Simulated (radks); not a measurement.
Species: Dy V. Configuration: [Xe] 4f8. All-electron calculation, Dirac Kohn-Sham, BLYP, spin-unpolarised, spherical densities, point nucleus; open shells are shared between the two j in proportion to 2j + 1. Program: a radial shooting solver on a logarithmic mesh with Libxc functionals.

Unscreened Slater integrals over Kohn-Sham orbitals (eV). Large and small components are both included.

| integral | value |
|---|---|
| F0(4f7/2,4f7/2) | 32.832 |
| F2(4f7/2,4f7/2) | 15.656 |
| F4(4f7/2,4f7/2) | 9.8308 |
| F6(4f7/2,4f7/2) | 7.0747 |
| F0(4f7/2,4f5/2) | 33.022 |
| F2(4f7/2,4f5/2) | 15.749 |
| F4(4f7/2,4f5/2) | 9.8907 |
| G2(4f7/2,4f5/2) | 15.710 |
| G4(4f7/2,4f5/2) | 9.8669 |
| G6(4f7/2,4f5/2) | 7.1012 |
| F0(4f7/2,5p3/2) | 20.314 |
| F2(4f7/2,5p3/2) | 6.8822 |
| G2(4f7/2,5p3/2) | 3.3399 |
| G4(4f7/2,5p3/2) | 2.6401 |
| F0(4f7/2,5p1/2) | 21.302 |
| G4(4f7/2,5p1/2) | 3.0465 |
| F0(4f5/2,4f5/2) | 33.214 |
| F2(4f5/2,4f5/2) | 15.846 |
| F4(4f5/2,4f5/2) | 9.9529 |
| F0(4f5/2,5p3/2) | 20.357 |
| F2(4f5/2,5p3/2) | 6.8314 |
| G2(4f5/2,5p3/2) | 3.2665 |
| G4(4f5/2,5p3/2) | 2.5908 |
| F0(4f5/2,5p1/2) | 21.351 |
| G2(4f5/2,5p1/2) | 3.8343 |
| F0(5p3/2,5p3/2) | 16.849 |
| F2(5p3/2,5p3/2) | 9.1293 |
| F0(5p3/2,5p1/2) | 17.321 |
| G2(5p3/2,5p1/2) | 9.2753 |
| F0(5p1/2,5p1/2) | 17.851 |
